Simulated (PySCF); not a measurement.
## Telling isomers of C4H14OSi2 apart by NMR

All values are calculated (PySCF): GFN2-xTB geometry, NMR shieldings at PBE0/pcSseg-1/GIAO. Isolated molecule, one conformer, one averaged value for each set of equivalent atoms, relativity neglected.

Shifts are taken against calculated references (same method and geometry level): TMS for ¹H (σref 31.72) and ¹³C (σref 186.93). Where no couplings were computed, multiplicities follow the n + 1 count of equivalent neighbours, and m marks all less simple cases (inequivalent or close neighbours, rings, F or P nearby). Shifts are as computed. Against solution values, carbons near 30 ppm lie about +3 ppm off and those near 130 ppm about +5 ppm. Of 1211 compounds with measured shifts, 218 miss one by over three times the rms of a fit or turn the order of signals round; such compounds aren't used in these exercises.

(1) Tabulate the signals of `CC(C)(C)[SiH2]O[SiH3]`, `C[SiH](C)O[SiH](C)C` and their relative energies.

(2) What is the quickest way to tell CC(C)(C)[SiH2]O[SiH3] from C[SiH](C)O[SiH](C)C?

## Answers

(1) 
```tsv
SMILES	carbon types	δC	δH	E rel. (kcal/mol)
CC(C)(C)[SiH2]O[SiH3]	1×C 3×CH3	27.2, 22.8	5.24 (s, 3H), 4.87 (s, 2H), 1.04 (s, 9H)	36.7
C[SiH](C)O[SiH](C)C	4×CH3	2.2	5.25 (sept, 2H), 0.15 (d, 12H)	0.0
```

Energies are electronic energies at PBE0/pcSseg-1 on these geometries, without zero-point or thermal terms, each for the one conformer computed, which needn't be the lowest.

(2) Count the carbon signals: 2 against 1. The first has a fully substituted sp3 carbon bonded to Si (C) at 22.8 ppm, the second a methyl carbon bonded to Si (CH3) at 2.2 ppm. Their most deshielded carbons lie at 27.2 and 2.2 ppm.
